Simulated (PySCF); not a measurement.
# Core-level binding energies of `[AlH2][c]1ccccc1`

Compound: C6H7Al.
SMILES with atom numbers: `[AlH2:1][c:2]1[cH:3][cH:4][cH:5][cH:6][cH:7]1`

Method used: delta-SCF UKS SCAN, pcX-2 on the ionised atom, pcseg-1 elsewhere, spin-free X2C (PySCF 2.14.0). Vertical ΔSCF values, vacuum level as zero.

Question: Give the core binding energies atom by atom.

Answer: 
```
atom(s)                    environment  level  binding energy (eV)  above the level's lowest (eV)  count
     C2    substituted aromatic carbon   C 1s               289.44                           0.00      1
  C3/C7             aromatic CH carbon   C 1s               290.19                          +0.75      2
  C4/C6             aromatic CH carbon   C 1s               290.22                          +0.78      2
     C5             aromatic CH carbon   C 1s               290.29                          +0.85      1
    Al1  aluminium bonded to C and 2 H  Al 1s              1566.47                           0.00      1
```

The listed C 1s values span 0.85 eV, from C2 (bonded to 2 C (aromatic in the SMILES) and Al) to C5 (bonded to 2 C (aromatic in the SMILES) and H). Summing the Pauling electronegativity differences to the bonded atoms, each weighted by its formal bond order, gives -0.94 for the lowest site and -0.35 for the highest; no listed site has a larger sum than the highest. The values 290.19 and 290.22 eV lie too close for their order to be trusted.

Question: Which photon energy gives electrons from C 1s of C3/C7 a kinetic energy of 150 eV, and what is their de Broglie wavelength?

Answer: hν = 290.19 + 150 = 440.19 eV, recoil neglected; λ = 12.264 Å/√(E/eV) = 1.00 Å.

Question: Which photon wavelength matches the C 1s of C3/C7 threshold?

Answer: λ = hc/E = 12398.42 eV Å / 290.19 eV = 42.725 Å.

Atoms equivalent by their bonding share one computed value, that of the first of them. Geometry: PBE0-D3(BJ)/def2-SVP; no solvent, vibrations or thermal averaging.
